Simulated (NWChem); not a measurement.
System: C3H2IN; SMILES N#C/C=C\I

Excerpt of the output:

```
             Northwest Computational Chemistry Package (NWChem) 7.3.0
             --------------------------------------------------------

 CS  symmetry detected

                             Geometry "geometry" -> ""
                             -------------------------

 Output coordinates in angstroms (scale by  1.889725989 to convert to a.u.)

  No.       Tag          Charge          X              Y              Z
 ---- ---------------- ---------- -------------- -------------- --------------
    1 N                    7.0000     1.22414212     2.99925377     0.00000000
    2 C                    6.0000     0.18605452     2.44855515     0.00000000
    3 C                    6.0000    -1.09146221     1.81932295     0.00000000
    4 C                    6.0000    -1.31483219     0.48317866     0.00000000
    5 I                   53.0000     0.17093658    -0.98245505     0.00000000
    6 H                    1.0000    -1.96923632     2.48986996     0.00000000
    7 H                    1.0000    -2.33795779     0.07913049     0.00000000

 Effective nuclear repulsion energy (a.u.)     331.4068820430

      Symmetry information
      --------------------

 Group name             Cs
 Group number              2
 Group order               2
 No. of unique centers     7

                                 NWChem DFT Module
                                 -----------------

 Summary of "ao basis" -> "ao basis" (spherical)
 ------------------------------------------------------------------------------
       Tag                 Description            Shells   Functions and Types
 ---------------- ------------------------------  ------  ---------------------
 N                          def2-svp                 6       14   3s2p1d
 C                          def2-svp                 6       14   3s2p1d
 I                          def2-svp                10       26   4s4p2d
 H                          def2-svp                 3        5   2s1p

      Symmetry analysis of basis
      --------------------------

        a'         66
        a"         26

            General Information
            -------------------
          SCF calculation type: DFT
          Wavefunction type:  closed shell.
          No. of atoms     :     7
          No. of electrons :    52
           Alpha electrons :    26
            Beta electrons :    26
          Charge           :     0
          Spin multiplicity:     1
          Use of symmetry is: off; symmetry adaption is: on
          Maximum number of iterations: 150
          AO basis - number of functions:    92
                     number of shells:    40
          Convergence on energy requested:  1.00D-06
          Convergence on density requested:  1.00D-05
          Convergence on gradient requested:  5.00D-04

[...]

                                NWChem TDDFT Module
                                -------------------

            General Information
            -------------------
           No. of orbitals :     184
            Alpha orbitals :      92
             Beta orbitals :      92
        Alpha frozen cores :       0
         Beta frozen cores :       0
     Alpha frozen virtuals :       0
      Beta frozen virtuals :       0
         Spin multiplicity :       1
    Number of AO functions :      92
        Use of symmetry is : off
      Symmetry adaption is : on
         Schwarz screening :  0.10D-07

              XC Information
              --------------
                  B3LYP Method XC Potential
              Hartree-Fock (Exact) Exchange   0.20
                 Slater Exchange Functional   0.80 local
             Becke 1988 Exchange Functional   0.72 non-local
       Lee-Yang-Parr Correlation Functional   0.81
           VWN I RPA Correlation Functional   0.19 local

             TDDFT Information
             -----------------
          Calculation type : Tamm-Dancoff TDDFT
         Wavefunction type : Restricted singlets
          No. of electrons :      52
           Alpha electrons :      26
            Beta electrons :      26
              No. of roots :       6
          Max subspacesize :    5200
            Max iterations :     100
               Target root :       1
           Target symmetry : none
      Symmetry restriction : off
                 Algorithm : Optimal
        Davidson threshold :  0.10D-03

    6 smallest eigenvalue differences (eV)
--------------------------------------------------------
  No. Spin  Occ  Vir  Irrep   E(Occ)    E(Vir)   E(Diff)
--------------------------------------------------------
    1    1   26   27 a'       -0.268    -0.079     5.149
    2    1   25   27 a"       -0.283    -0.079     5.557
    3    1   26   28 a"       -0.268    -0.050     5.943
    4    1   25   28 a'       -0.283    -0.050     6.351
    5    1   24   27 a'       -0.328    -0.079     6.774
    6    1   23   27 a"       -0.344    -0.079     7.228
--------------------------------------------------------

  Entering Davidson iterations
  Restricted singlet excited states

  Iter   NTrls   NConv    DeltaV     DeltaE      Time
  ----  ------  ------  ---------  ---------  ---------
    1      6       0     0.24E+00   0.10+100        8.7
    2     12       0     0.23E+00   0.13E-01        8.7
    3     18       0     0.66E-01   0.54E-01        8.7
    4     24       1     0.20E-01   0.12E-01        8.7
    5     29       2     0.24E-01   0.27E-02        8.1
    6     33       3     0.71E-02   0.16E-02        7.3
    7     36       5     0.28E-02   0.98E-04        6.6
    8     37       5     0.29E-02   0.54E-04        5.1
    9     38       5     0.13E-02   0.25E-04        5.1
   10     39       5     0.19E-03   0.24E-05        5.1
   11     40       6     0.34E-04   0.34E-07        5.1
  ----  ------  ------  ---------  ---------  ---------
  Convergence criterion met

  Ground state a'       -467.890336070048 a.u.

[...]
```

Level: B3LYP/def2-SVP with def2 effective core potentials on I, TDA. All runs use the structure optimised with PBE-D3(BJ)/def2-SVP. B3LYP is NWChem's, with the RPA form of VWN correlation. def2 effective core potentials on I; no spin-orbit coupling.

Task: Write an input that gives this output.

Result: One answer among several that fit: the input that was run:
```
start job
memory heap 200 mb stack 900 mb global 1100 mb
geometry units angstroms noautoz
  N      1.278954     2.942370     0.000000
  C      0.228259     2.416124     0.000000
  C     -1.063638     1.816971     0.000000
  C     -1.318226     0.486422     0.000000
  I      0.132825    -1.013592     0.000000
  H     -1.925474     2.507883     0.000000
  H     -2.350530     0.106436     0.000000
end
basis spherical
  * library def2-svp
end
ecp
  I library def2-ecp
end
dft
  xc b3lyp
  iterations 150
end
tddft
  cis
  nroots 6
  notriplet
end
task tddft energy
```
